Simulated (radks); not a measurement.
Effect of the nuclear size on the argon ion Ar3+, [Ne] 3s2 3p3. Method: Dirac Kohn-Sham, LDA (Slater exchange, Perdew-Wang correlation), spin-unpolarised, spherical densities, finite nucleus; open shells fill j = l - 1/2 first; Fermi nuclear charge, rms radius 3.4274 fm; computed with a radial shooting solver on a logarithmic mesh with Libxc functionals. The rms radius is varied about that value; shifts are against it.

rms radius (fm)  total energy shift (eV)  density at nucleus (e/bohr^3)  1s1/2 shift (meV)  2s1/2 shift (meV)
2.7796                          -0.00634                           4332              -2.67             -0.199
3.1189                          -0.00318                           4321              -1.34             -0.100
3.4274                                 0                           4312              0.000              0.000
3.5611                           0.00147                           4309              0.618              0.046
3.8421                           0.00474                           4302               1.99              0.149

Slopes of the eigenvalues against <r^2> in GHz/fm^2, as finite differences over the two radii next to the reference (eigenvalue slopes, not the field-shift constants of lines): 1s1/2 160, 2s1/2 12.0.
